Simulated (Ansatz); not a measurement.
Ansatz results at the PBE0-D4/def2-TZVP geometry: LUMO energy (ωB97M-V/def2-TZVPP) 0.80 eV; size of the dipole moment (ωB97M-V/def2-TZVPP) 1.12 D; LUMO energy (PBE/def2-TZVPP) -1.68 eV.

Question: Which molecule gave them?
A. `[NH2][Ta]([NH2])(=[S])[Cl]`
B. `CC(C)(C)[N]=[Ta]([F])([F])[F]`
C. `[O]=[Ta]([OH])([Cl])[Cl]`
D. `[NH2][Ta]([NH2])(=[O])[OH]`

Answer: B. The others give `[NH2][Ta]([NH2])(=[O])[OH]`: 1.15, 2.80, -0.88; `[NH2][Ta]([NH2])(=[S])[Cl]`: 0.62, 4.51, -2.24; `[O]=[Ta]([OH])([Cl])[Cl]`: -0.15, 3.49, -3.04.
